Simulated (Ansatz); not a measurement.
## Two structures, one formula

The two ends of one reaction step of AlH2BrO, closed shell (PBE0-D4/def2-TZVP).

A:

```
5
angstrom
Al -0.3139 0.2617 0.2131
Br 2.4230 -2.0168 -1.6421
H 1.4382 -1.1964 -0.9740
O -1.4490 1.2068 0.9828
H -2.0983 1.7447 1.4201
```

B:

```xyz
5
angstrom
Al 0.4847 -0.0782 0.0045
Br 0.0620 -1.5892 -1.6163
H 1.9418 0.1724 0.5154
O -0.7869 0.7966 0.6782
H -1.7016 0.6983 0.4180
```

Program: Ansatz 0.2.0. Basis: def2-TZVPP. Cores are frozen in the correlated methods. Filled d shells of the heavier atoms are correlated. The def2 sets are not built for correlating such inner shells, so the correlated values are less sure here. B3LYP uses VWN-RPA correlation.

Q: Which structure is lower at CCSD(T), and by how much? (An estimate is asked for; the value comes from the calculation.)

A: The calculation gives: B, by 2.245 eV (electronic energy, against the other). By their contacts, A is a complex of AlHO ([OH][Al]) + HBr and B is AlH₂BrO ([OH][AlH][Br]).

All methods give the same order:

| method | E(B) − E(A) (eV) |
| --- | --- |
| SPW92 | -2.068 |
| PBE-D4 | -2.043 |
| BLYP-D4 | -1.958 |
| r2SCAN-D4 | -2.393 |
| B97M-V | -2.329 |
| PBE0-D4 | -2.207 |
| B3LYP-D4 | -2.109 |
| r2SCAN0-D4 | -2.429 |
| BHLYP-D4 | -2.293 |
| CAM-B3LYP-D4 | -2.199 |
| wB97X-V | -2.347 |
| wB97M-V | -2.182 |
| B2PLYP | -2.221 |
| PBE-QIDH | -2.385 |
| RPA on PBE | -2.128 |
| HF | -2.440 |
| MP2 | -2.383 |
| CCSD | -2.256 |
| CCSD(T) | -2.245 |

T1 diagnostic: at most 0.010.

Labels in which every atom is bracketed show which atoms are joined, not bond orders.

For scale, one of the runs: CCSD(T)/def2-TZVPP, 149 basis functions (an equivalent command: `ansatz run in.yaml --threads 2`). Time: 19 s of wall clock on 2 CPU threads; the host was shared. Peak host memory: 0.95 GiB.
